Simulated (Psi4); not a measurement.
F$_{2}$Zn (SMILES [F][Zn][F]), singlet, geometry from GFN2-xTB (such geometries of metal compounds can be far from the true shape); CAM-B3LYP/def2-TZVP (Psi4).

Input for Psi4:
```
memory 2 GB

molecule {
0 1
  Zn    0.11178456    0.21961568    0.22606771
  F    -0.39394830    0.70092960   -1.31061117
  F     0.02133311   -1.43298187    0.55705213
}

set basis def2-tzvp
set scf_type pk
set puream true
set d_convergence 1e-8
set dft_radial_points 99
set dft_spherical_points 590

energy('cam-b3lyp')
print_variables()
```

What the program printed (banner, timings and long lists left out):

```
   => Loading Basis Set <=

    Name: DEF2-TZVP
    Role: ORBITAL
    Keyword: BASIS

         ---------------------------------------------------------
                                   SCF
               by Justin Turney, Rob Parrish, Andy Simmonett
                          and Daniel G. A. Smith
                              RKS Reference
         ---------------------------------------------------------

  ==> Geometry <==

    Molecular point group: cs
    Full point group: Cs

    Geometry (in Angstrom), charge = 0, multiplicity = 1:

       Center              X                  Y                   Z               Mass
    ------------   -----------------  -----------------  -----------------  -----------------
         ZN          -0.249318013511     0.219906199053     0.000000000000    63.929142010000
         F            1.367397840935     0.704716101477     0.000000000000    18.998403162730
         F           -0.528449085354    -1.444694851676     0.000000000000    18.998403162730

  Running in cs symmetry.

  Rotational constants: A =      0.88946  B =      0.21604  C =      0.17382 [cm^-1]
  Rotational constants: A =  26665.32139  B =   6476.86229  C =   5211.11150 [MHz]
  Nuclear repulsion =  184.257975926837076

  Charge       = 0
  Multiplicity = 1
  Electrons    = 48
  Nalpha       = 24
  Nbeta        = 24

  ==> Algorithm <==

  SCF Algorithm Type is PK.
  DIIS enabled.
  MOM disabled.
  Fractional occupation disabled.
  Guess Type is SAD.
  Energy threshold   = 1.00e-06
  Density threshold  = 1.00e-08
  Integral threshold = 1.00e-12

  ==> Primary Basis <==

  Basis Set: DEF2-TZVP
    Blend: DEF2-TZVP
    Number of shells: 38
    Number of basis functions: 110
    Number of Cartesian functions: 127
    Spherical Harmonics?: true
    Max angular momentum: 3

  ==> DFT Potential <==

   => LibXC <=

    Version 7.1.2
    S. Lehtola, C. Steigemann, M. J. T. Oliveira, and M. A. L. Marques,  SoftwareX 7, 1–5 (2018) (10.1016/j.softx.2017.11.002)

   => Composite Functional: CAM-B3LYP <=

    CAM-B3LYP Hyb-GGA Exchange-Correlation Functional

    T. Yanai, D. P. Tew, and N. C. Handy,  Chem. Phys. Lett. 393, 51 (2004) (10.1016/j.cplett.2004.06.011)

    Deriv               =              1
    GGA                 =           TRUE
    Meta                =          FALSE

    Exchange Hybrid     =           TRUE
    MP2 Hybrid          =          FALSE

   => Exchange Functionals <=

    0.3500         Becke 88 [omega = 0.3300]
    0.4600   Short-range recipe for B88 functional - erf [omega = 0.3300]

   => Exact (HF) Exchange <=

    0.4600            HF,LR [omega = 0.3300]
    0.1900               HF

   => Correlation Functionals <=

    0.1900   Vosko, Wilk & Nusair (VWN5)
    0.8100   Lee, Yang & Parr

   => LibXC Density Thresholds  <==

    XC_HYB_GGA_XC_CAM_B3LYP:  1.00E-14

   => Molecular Quadrature <=

    Radial Scheme          =       TREUTLER
    Pruning Scheme         =           NONE
    Nuclear Scheme         =       TREUTLER

    Blocking Scheme        =         OCTREE
    BS radius alpha        =              1
    Pruning alpha          =              1
    Radial Points          =             99
    Spherical Points       =            590
    Total Points           =         168953
    Total Blocks           =           1302
    Max Points             =            256
    Max Functions          =            107
    Weights Tolerance      =       1.00E-15

  ==> Integral Setup <==

  Using in-core PK algorithm.
   Calculation information:
      Number of atoms:                   3
      Number of AO shells:              38
      Number of primitives:             77
      Number of atomic orbitals:       127
      Number of basis functions:       110

      Integral cutoff                 1.00e-12
      Number of threads:                 1

  Performing in-core PK
  Using 55915695 doubles for integral storage.
  We computed 236940 shell quartets total.
[...]
    Schwarz Cutoff:          1E-12

  Minimum eigenvalue in the overlap matrix is 6.5625491559E-03.
  Reciprocal condition number of the overlap matrix is 1.6471923198E-03.
    Using symmetric orthogonalization.

  ==> Pre-Iterations <==

  SCF Guess: Superposition of Atomic Densities via on-the-fly atomic UHF (no occupation information).

   -------------------------
    Irrep   Nso     Nmo
   -------------------------
     A'        74      74
     A"        36      36
   -------------------------
    Total     110     110
   -------------------------

  ==> Iterations <==

                        Total Energy        Delta E     RMS |[F,P]|

   @RKS iter SAD: -1976.00744739944707   -1.97601e+03   0.00000e+00
    Occupation by irrep:
             Ap   App
    DOCC [    19,    5 ]
    NA   [    19,    5 ]
    NB   [    19,    5 ]

   @RKS iter   1: -1976.92023235163992   -9.12785e-01   4.92446e-02 ADIIS/DIIS
    Occupation by irrep:
             Ap   App
    DOCC [    18,    6 ]
    NA   [    18,    6 ]
    NB   [    18,    6 ]

   @RKS iter   2: -1936.46730007694305    4.04529e+01   1.17175e-01 ADIIS
   @RKS iter   3: -1976.91009965021181   -4.04428e+01   5.24957e-02 ADIIS/DIIS
   @RKS iter   4: -1979.25312675924329   -2.34303e+00   1.89721e-03 ADIIS/DIIS
   @RKS iter   5: -1979.25818004634948   -5.05329e-03   6.66164e-04 ADIIS/DIIS
   @RKS iter   6: -1979.25865945115129   -4.79405e-04   3.26791e-04 ADIIS/DIIS
   @RKS iter   7: -1979.25886416779235   -2.04717e-04   7.89526e-05 DIIS
   @RKS iter   8: -1979.25887847331751   -1.43055e-05   2.17270e-05 DIIS
   @RKS iter   9: -1979.25887956820316   -1.09489e-06   2.18776e-06 DIIS
   @RKS iter  10: -1979.25887958718204   -1.89789e-08   9.10092e-07 DIIS
   @RKS iter  11: -1979.25887958853400   -1.35196e-09   6.26026e-08 DIIS
   @RKS iter  12: -1979.25887958855924   -2.52385e-11   1.95834e-08 DIIS
   @RKS iter  13: -1979.25887958856470   -5.45697e-12   2.59824e-09 DIIS
  Energy and wave function converged.

  ==> Post-Iterations <==

   Electrons on quadrature grid:
      Ntotal   =   47.9999987703 ; deviation = -1.230e-06

    Orbital Energies [Eh]
    ---------------------

    Doubly Occupied:

[...]
    Virtual:

[...]
    Final Occupation by Irrep:
             Ap   App
    DOCC [    18,    6 ]
    NA   [    18,    6 ]
    NB   [    18,    6 ]

  @RKS Final Energy: -1979.25887958856470

   => Energetics <=

    Nuclear Repulsion Energy =            184.2579759268370765
    One-Electron Energy =               -3129.0399021119483223
    Two-Electron Energy =                1036.7852486808828871
    DFT Exchange-Correlation Energy =     -71.2622020843362662
    Empirical Dispersion Energy =           0.0000000000000000
    VV10 Nonlocal Energy =                  0.0000000000000000
    Total Energy =                      -1979.2588795885646960

Computation Completed

Properties will be evaluated at   0.000000,   0.000000,   0.000000 [a0]

Properties computed using the SCF density matrix

 Multipole Moments:

 ------------------------------------------------------------------------------------
     Multipole            Electronic (a.u.)      Nuclear  (a.u.)        Total (a.u.)
 ------------------------------------------------------------------------------------

 L = 1.  Multiply by 2.5417464519 to convert [e a0] to [Debye]
 Dipole X            :         -1.4811128            0.1341675           -1.3469453
 Dipole Y            :          1.3063873           -0.1183399            1.1880474
 Dipole Z            :          0.0000000            0.0000000            0.0000000
 Magnitude           :                                                    1.7960285

 ------------------------------------------------------------------------------------

  Variable Map:
  ----------------------------------------------------------------------------
[...]
  Array Variable Map:
  ----------------------------------------------------------------------------
[...]
[...]
```
